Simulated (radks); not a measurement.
Yb+, configuration [Xe] 4f14 6s1. Method: scalar-relativistic Kohn-Sham, PBE, spin-unpolarised, spherical densities, point nucleus; computed with a radial shooting solver on a logarithmic mesh with Libxc functionals.

Radial electron density D(r) = 4 pi r^2 rho(r):

| r (bohr) | D(r) (e/bohr) |
|---|---|
| 0.0008379 | 4.564 |
| 0.0009755 | 5.813 |
| 0.001145 | 7.471 |
| 0.001333 | 9.447 |
| 0.001551 | 11.89 |
| 0.001806 | 14.90 |
| 0.002103 | 18.55 |
| 0.002467 | 23.19 |
| 0.002872 | 28.44 |
| 0.003344 | 34.55 |
| 0.003893 | 41.52 |
| 0.004532 | 49.28 |
| 0.005276 | 57.63 |
| 0.006192 | 66.73 |
| 0.007208 | 75.20 |
| 0.008391 | 82.89 |
| 0.009769 | 89.13 |
| 0.01137 | 93.26 |
| 0.01335 | 94.84 |
| 0.01554 | 93.67 |
| 0.01809 | 90.50 |
| 0.02106 | 86.66 |
| 0.02451 | 84.10 |
| 0.02877 | 85.05 |
| 0.03349 | 90.84 |
| 0.03899 | 101.1 |
| 0.04539 | 113.5 |
| 0.05284 | 123.5 |
| 0.062 | 126.9 |
| 0.07218 | 121.3 |
| 0.08403 | 109.9 |
| 0.09783 | 99.47 |
| 0.1139 | 96.78 |
| 0.1326 | 103.3 |
| 0.1556 | 112.7 |
| 0.1811 | 112.9 |
| 0.2109 | 98.96 |
| 0.2455 | 76.62 |
| 0.2858 | 58.93 |
| 0.3354 | 54.83 |
| 0.3904 | 61.01 |
| 0.4545 | 65.51 |
| 0.5291 | 60.67 |
| 0.616 | 48.00 |
| 0.7228 | 33.47 |
| 0.8415 | 23.51 |
| 0.9796 | 17.70 |
| 1.14 | 14.03 |
| 1.328 | 10.78 |
| 1.558 | 7.369 |
| 1.814 | 4.546 |
| 2.112 | 2.534 |
| 2.458 | 1.362 |
| 2.862 | 0.7819 |
| 3.332 | 0.5026 |
| 3.91 | 0.3257 |
| 4.551 | 0.1955 |
| 5.299 | 0.09871 |
| 6.168 | 0.03994 |
| 7.181 | 0.01236 |
| 8.427 | 0.002560 |
| 9.81 | 0.0003979 |

D(r) has 4 maxima, at r = 0.0135, 0.0605, 0.169, 0.458 bohr, and minima at 0.0257, 0.110, 0.322 bohr, inside which lie 1.91, 11.13, 29.68 electrons.
